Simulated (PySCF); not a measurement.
# CrCl₅⁺, singlet: molecular constants

All numbers come from B3LYP in PySCF with Cr def2-SVP, Cl def2-SVP; no relativity; density-fitted integrals.

The structure is a higher-order saddle point with 2 imaginary modes (one degenerate set).

```
Point group                                                                   : D3h
Bond lengths                                                                  : Cr–Cl 2.118 Å (×3), Cr–Cl 2.169 Å (×2)
Bond angles                                                                   : Cl–Cr–Cl 90.0° (×6), Cl–Cr–Cl 120.0° (×3), Cl–Cr–Cl 180.0°
Principal quadrupole moments (Buckingham, traceless) about the centre of mass : -0.37, -0.37, 0.74 D Å
Dipole moment about the centre of mass                                        : 0.00 D
Zero-point energy (real modes)                                                : 17.4 kJ/mol
Lowest empty level                                                            : -12.06 eV
Highest occupied level                                                        : -13.92 eV
Rotational constants                                                          : 0.03583, 0.02988, 0.02988 cm⁻¹
Principal polarisabilities                                                    : 94.5, 94.5, 118.7 bohr³
```

Harmonic modes (masses in u: Cr 51.941, Cl 34.969):
```csv
symmetry,ω (cm⁻¹),"IR (km/mol, summed over degenerate members)"
e',85i,–
e',156,13.4
e'',224,0.0
a2'',229,10.9
a1',271,0.0
a1',382,0.0
a2'',412,118
e',428,164
```

In D3h the vibrations span 3e' + e'' + 2a2'' + 2a1'. The a1', e'' modes carry no infrared intensity, as symmetry demands.

Charges (e):
```tsv
atom	Mulliken	Löwdin	polar tensor	Mayer order to Cr1
Cr1	-0.09	-0.81	2.21	–
Cl2,3	0.22	0.34	-0.32	1.49
Cl4,5,6	0.22	0.37	-0.19	1.46
```

Mulliken populations on Cr1: s 6.42, p 12.96, d 4.70, f 0.01.

Stability towards spin polarisation was not tested. Only a few start shapes were tried, so a lower isomer may exist. At this level a singlet minimum of C2v symmetry lies 31 kJ/mol below this structure.

The final relaxation and frequency run took 64 s on 4 threads of a shared Arm Neoverse V1 host, with 121 basis functions and 10 gradients; the process peaked at 1.7 GiB. Launch command: `OMP_NUM_THREADS=4 python axn.py task.json out`.
